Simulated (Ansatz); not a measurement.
Reaction (SMILES): F[B]B(F)F → 2 B atom + 3 F atom
B3LYP-D3(BJ)/def2-TZVP geometries, fixed; electronic energies without zero-point terms.

Basis-set convergence of the atomisation energy at HF with Ansatz (a program for electronic structure). Cartesian d functions, on some or all atoms, in 6-31+G*; all else is spherical. Species with rotatable bonds are taken in one conformer. Open shells are unrestricted. No added dispersion term, no relativity. Functions are those of the species that has most. Reference: the value in def2-QZVPPD, 408.40 kcal/mol, itself unsure by roughly 0.60 kcal/mol (its mean distance from pcseg-3, def2-QZVPP, cc-pVQZ).

```
basis              functions  atomisation energy (kcal/mol)
-----------------  ---------  -----------------------------
3-21G                     45                         384.10
pcseg-0                   45                         371.41
cc-pVDZ                   70                         386.16
pcseg-1                   70                         396.32
6-311G**                  90                         394.93
6-31+G*                   95                         401.82
6-311+G**                110                     (withheld)
6-311++G(2d,2p)          135                         404.17
pcseg-2                  150                     (withheld)
def2-TZVPP               155                     (withheld)
def2-TZVPPD              194                         407.12
6-311++G(3df,3pd)        195                         410.73
jun-cc-pV(T+d)Z          195                     (withheld)
aug-cc-pVTZ              230                         407.84
cc-pVQZ                  275                         408.63
def2-QZVPP               285                         408.40
pcseg-3                  300                         409.98
def2-QZVPPD              324                         408.40
```

Q: Some entries are withheld; supply them.

A: 
- 6-311+G**, atomisation energy (kcal/mol): 393.95
- pcseg-2, atomisation energy (kcal/mol): 409.91
- def2-TZVPP, atomisation energy (kcal/mol): 407.30
- jun-cc-pV(T+d)Z, atomisation energy (kcal/mol): 407.26
